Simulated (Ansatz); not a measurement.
A nudged elastic band was laid between two geometries of ClH3Sn + H (6 atoms, charge 0, multiplicity 2).

These are results of UHF/def2-SVP in Ansatz, not measurements.

* movable images: 7
* climbing image: yes
* spring: 5.0 eV/Å²
* optimiser: quadratic models (default)
* start path: through a guess of the saddle point
* force threshold: 0.05 eV/Å
* iteration limit: 60
* end points: relaxed

First end point:

```xyz
6
Properties=species:S:1:pos:R:3
Sn 0.003 0.000 -0.327
Cl 0.025 0.000 2.039
H 1.631 0.000 -0.821
H -0.817 1.413 -0.799
H -0.817 -1.413 -0.799
H -0.025 0.000 5.958
```

Last end point:

```xyz
6
Properties=species:S:1:pos:R:3
Sn 0.000 0.000 -0.745
Cl 0.005 0.000 4.330
H 1.617 0.000 -1.313
H -0.810 1.401 -1.312
H -0.810 -1.401 -1.312
H -0.001 0.000 5.602
```

Q: Which bonds break or form, and what moves?

A: Bonds broken: Sn1–Cl2. Bonds formed: Cl2–H6. ClH3Sn + H becomes ClH + H3Sn.

Q: Give the energies along the band, and the barrier.

A: The forces met the threshold. The highest image is number 3 of 0 to 8, 1.10 eV above the first end and 1.42 eV above the last; the last end lies 0.32 eV below the first. Neighbouring images differ by up to 1.2 eV, so the band resolves the path poorly. A vibrational analysis at the climbing image gives one clearly imaginary mode, 1621i cm⁻¹: a first-order saddle point.

```tsv
image	path coordinate (Å)	energy (eV)	Sn1–Cl2 (Å)	Cl2–H6 (Å)
0	0.00	0.00	2.37	3.92
1	0.71	0.01	2.36	3.25
2	1.41	0.10	2.36	2.55
3	2.12	1.10	2.62	1.60
4	2.85	-0.10	3.37	1.27
5	3.58	-0.28	3.97	1.27
6	4.31	-0.31	4.56	1.27
7	5.03	-0.32	5.25	1.27
8	5.76	-0.32	5.07	1.27
```

Q: What is the geometry of the highest image?

A: 
```xyz
6
Properties=species:S:1:pos:R:3
Sn 0.004 0.000 -0.010
Cl -0.007 0.000 2.606
H 1.635 0.000 -0.511
H -0.808 1.411 -0.521
H -0.808 -1.411 -0.521
H -0.014 0.000 4.208
```

Run time: 2.3 min on 1 thread of Arm Neoverse V2 (shared host), peak memory 0.15 GiB.
